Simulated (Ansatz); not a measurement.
Energy profile

The step: GeH₃Br ([GeH3][Br]) + H₂O → GeH₄O ([OH][GeH3]) + HBr; bonds formed: Ge1–O7, Br2–H6; bonds broken: Ge1–Br2, H6–O7 (atoms numbered as in the saddle structure below).

Ge1  (-0.681, 0.326, -0.409)
Br2  (0.702, -1.929, -1.058)
H3  (-0.213, 0.811, -1.781)
H4  (-0.934, 1.623, 0.419)
H5  (-1.923, -0.547, -0.277)
H6  (1.138, -0.848, 0.683)
O7  (0.653, -0.077, 1.098)
H8  (1.257, 0.641, 1.325)
(Å)

Electronic energies by CCSD(T) at an estimated basis limit (MP2 extrapolated from triple and quadruple zeta, plus CCSD(T) − MP2 in triple zeta), on PBE0-D4/def2-TZVP structures; GeH5BrO, singlet; no counterpoise correction. Program: Ansatz 0.2.0. Basis: def2-TZVPP and def2-QZVPP. Cores are frozen in the correlated methods. Filled d shells of the heavier atoms are correlated. The def2 sets are not built for correlating such inner shells, so the correlated values are less sure here. Extrapolation: Hartree–Fock as exp(−7.88 √X), correlation as X^−2.97.

Q: Give the profile in eV, counted from the separated reactants. (To be estimated.)

A: The calculation gives:
| point | eV |
| --- | --- |
| separated: GeH3Br (linked as [GeH3][Br]; Ge1, Br2, H3, H4, H5; singlet) + H2O (H6, O7, H8; singlet) | 0.000 |
| start structure | -0.155 |
| saddle | 0.963 |
| end structure | 0.411 |
| separated: GeH4O (linked as [OH][GeH3]; Ge1, H3, H4, H5, O7, H8; singlet) + HBr (Br2, H6; singlet) | 0.652 |

T1 diagnostic: at most 0.012.

The step is the kind of ligand exchange by which a precursor binds to a hydroxyl group, or is hydrolysed, in atomic layer deposition of oxides.

For scale, one of the runs: CCSD(T)/def2-TZVPP, 197 basis functions, launched by `ansatz run in.yaml --threads 4 --pin off --events-out ev --progress --plain --max-ram 9574MiB`. Hardware: 4 CPU threads of an Arm Neoverse V1, shared host. Wall time 99 s; peak host memory 2.4 GiB.
